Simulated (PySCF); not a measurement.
B3LYP has the VWN-RPA correlation part, as in Gaussian. 

```xyz
10

C     -1.6631    -0.1751     0.6674
C     -0.6369     0.2725    -0.3348
C      0.6595     0.1624    -0.2000
Si     2.3182    -0.0010     0.0161
H     -1.1902    -0.6157     1.5433
H     -2.3368    -0.9105     0.2182
H     -2.2804     0.6709     0.9831
H     -1.0383     0.7247    -1.2441
H      3.0435    -1.1900    -0.4537
H      3.1245     1.0618     0.6334
```

Charge 0, multiplicity 1.

Task: Give the Mulliken and meta-Löwdin atomic charges from PySCF with B3LYP-D3(BJ)/def2-TZVP.

Result: 
```json
[
 {"atom": "C1", "Mulliken (e)": "-0.27", "meta-Löwdin (e)": "-0.32"},
 {"atom": "C2", "Mulliken (e)": "-0.12", "meta-Löwdin (e)": "-0.06"},
 {"atom": "C3", "Mulliken (e)": "-0.13", "meta-Löwdin (e)": "-0.34"},
 {"atom": "Si4", "Mulliken (e)": "0.10", "meta-Löwdin (e)": "0.38"},
 {"atom": "H5", "Mulliken (e)": "0.11", "meta-Löwdin (e)": "0.12"},
 {"atom": "H6", "Mulliken (e)": "0.11", "meta-Löwdin (e)": "0.12"},
 {"atom": "H7", "Mulliken (e)": "0.11", "meta-Löwdin (e)": "0.12"},
 {"atom": "H8", "Mulliken (e)": "0.12", "meta-Löwdin (e)": "0.12"},
 {"atom": "H9", "Mulliken (e)": "-0.02", "meta-Löwdin (e)": "-0.07"},
 {"atom": "H10", "Mulliken (e)": "-0.02", "meta-Löwdin (e)": "-0.07"}
]
```
